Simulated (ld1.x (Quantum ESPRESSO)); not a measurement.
## What the settings do to the TM potential of Co (Z = 27)

Base potential:

Co, norm-conserving Troullier–Martins (Kleinman–Bylander form), made with ld1.x (Quantum ESPRESSO) 7.5 (BP86, scalar-relativistic). Core [Ne], reference 3s2 3p6 3d7 4s2 4p0. Waves: 3p (bound): rc 1.05 bohr; 3d (bound): rc 1.55 bohr; 3s (bound): rc 1.20 bohr. Local part: the s channel. Core correction: none.

Occupied shells without a wave of their own: 4s. They enter only through the test configuration that unscreens the potential.

Cutoffs, loose and tight: the cutoffs (Ry, on a coarse ladder) from which the occupation-weighted sum of valence levels, in a spherical-Bessel basis at the reference potential, stays within 10 and 1 mRy of its value at 400 Ry. They do not see the model core or the augmentation charge, which bear on the density cutoff. Test errors are all-electron minus pseudo excitation energies from the reference, over the configurations 3s2 3p6 3d7 4s1 4p0; 3s2 3p6 3d7 4s0 4p0; 3s2 3p6 3d6 4s0 4p0; 3s2 3p6 3d7 4s1.5 4p0; 3s1 3p6 3d7 4s2 4p0; 3s2 3p6 3d7 4s0 4p2; 3s2 3p6 3d7 4s0 4p1. A dash means not determined; rows that change the core or the reference have their own tests.

```tsv
change	outcome	cutoff, loose	cutoff, tight	bound ghosts	largest test error (meV)
base	generated, misses its reference levels by 0.72 eV	120 Ry	200 Ry	none	-3562
all radii scaled by about 0.85 (s 1.02, p 0.90, d 1.32 bohr)	generated, misses its reference levels by 0.30 eV	160 Ry	260 Ry	none	-1527
all radii scaled by about 0.94 (s 1.12, p 0.98, d 1.46 bohr)	generated, misses its reference levels by 0.47 eV	140 Ry	230 Ry	none	-2383
all radii scaled by about 0.97 (s 1.16, p 1.02, d 1.50 bohr)	generated, misses its reference levels by 0.63 eV	120 Ry	200 Ry	none	-3131
all radii scaled by about 1.05 (s 1.26, p 1.10, d 1.62 bohr)	generated, misses its reference levels by 0.92 eV	110 Ry	180 Ry	none	-4532
all radii scaled by about 1.17 (s 1.40, p 1.22, d 1.82 bohr)	generated, misses its reference levels by 1.41 eV	90 Ry	160 Ry	none	-6797
all radii scaled by about 1.24 (s 1.48, p 1.30, d 1.92 bohr)	generated, misses its reference levels by 1.82 eV	80 Ry	140 Ry	none	-8659
all radii scaled by about 1.32 (s 1.58, p 1.38, d 2.06 bohr)	failed: the pseudo-atom did not reach self-consistency	–	–	–	–
all radii scaled by about 1.38 (s 1.66, p 1.44, d 2.14 bohr)	failed: the pseudo-atom did not reach self-consistency	–	–	–	–
```

**Question.** What comes out with this change to the base: all radii scaled by about 0.75 (s 0.90, p 0.78, d 1.16 bohr)?

**Answer.** outcome: generated; cutoff, loose: 180 Ry; cutoff, tight: over 300 Ry; bound ghosts: none; largest test error (meV): -683.

Reading the sweep of the scale of all radii (base = 1) (base included, trends over the rows without a ghost): The loose cutoff falls from 180 Ry at 0.75 to 80 Ry at 1.24. A larger radius leaves more room for a smooth pseudo-wave, so fewer plane waves are needed; a smaller one forces it to follow the all-electron wave where it bends sharply. The median size of the test errors (rows with all tests solved) rises from 269.5 meV at 0.75 to 3561.3 meV at 1.24. More of the atom is replaced by a form fitted at one configuration, so other configurations suffer as the radius grows. The generation fails at 1.32, 1.38.
